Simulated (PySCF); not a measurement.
Compound: C6H5F2N.
Bonds: F1–C2, C2–F3, C2–C4, C4–C5 (aromatic), C5–C6 (aromatic), C6–C7 (aromatic), C7–C8 (aromatic), C8–N9 (aromatic), C4–N9 (aromatic). Hydrogens: H10 on C2; H11 on C5; H12 on C6; H13 on C7; H14 on C8.

Computed, not measured: PySCF 2.14.0, density-fitted response routines, TDDFT PBE0/def2-SVPD, vertical, gas phase, core orbitals frozen in the response. One conformer (not necessarily the lowest) at the GFN2-xTB geometry, without solvent, vibrations or thermal averaging. Torsions of this conformer, `[F:1][CH:2]([F:3])[c:4]1[cH:5][cH:6][cH:7][cH:8][n:9]1`: F1–C2–C4–C5 59°.

Broadening: Gaussians 0.5 eV wide at half height, area fixed by f = 4.319×10⁻⁹ ∫ε dν̃. The width is an assumption, not a result. The curve ends short of the highest state used, and states not computed would add to its high-energy end.

(λ (nm), ε (L mol⁻¹ cm⁻¹)): (179.4, 3402), (184.4, 890), (189.4, 1918), (194.4, 3043), (199.5, 2686), (204.5, 1678), (209.5, 1431), (214.5, 1912), (219.5, 2200), (224.6, 1822), (229.6, 1130), (234.6, 582), (239.6, 313), (244.6, 222), (249.7, 188), (254.7, 154), (259.7, 110), (264.7, 68), (269.7, 36), (274.8, 17), (279.8, 7), (284.8, 3), (289.8, 1), (294.8, 0)

Task: Locate the maxima and give the states behind the curve.

Result: 219 nm (5.65 eV), ε about 2200, made up of S3 (99%); 196 nm (6.33 eV), ε about 3100, made up of S4 (100%) (ε in L mol⁻¹ cm⁻¹; maxima over ε = 5, shares over 10%). At its high-energy end, 6.91 eV, the curve is still rising (ε about 3400, from S6 and S7). The states used: S1 4.96 eV (f 0.0027); S2 5.18 eV (f 0.0010); S3 5.65 eV (f 0.040); S4 6.34 eV (f 0.057); S5 7.22 eV (f 0.0005); S6 7.37 eV (f 0.491); S7 7.46 eV (f 0.483); S8 7.51 eV (f 0.0006).

Task: What would ε be at 6.33 eV, the highest of these maxima, with half the width (0.25 eV)?

Result: About 6170 L mol⁻¹ cm⁻¹ against 3110, a factor of about 1.99; a lone state at its own centre would give exactly 2.

Task: Coming from long wavelengths, where does ε first pass 100 L mol⁻¹ cm⁻¹?

Result: At about 261 nm (4.75 eV), 0.20 eV below S1.

Task: On this curve, what absorbance would a 10⁻⁵ mol/L sample give at 248 nm over a 1 cm path?

Result: 248 nm is 4.999 eV, where ε is about 200 L mol⁻¹ cm⁻¹, so A = ε c l ≈ 0.002 (Beer–Lambert, with the gas-phase spectrum and the assumed width).
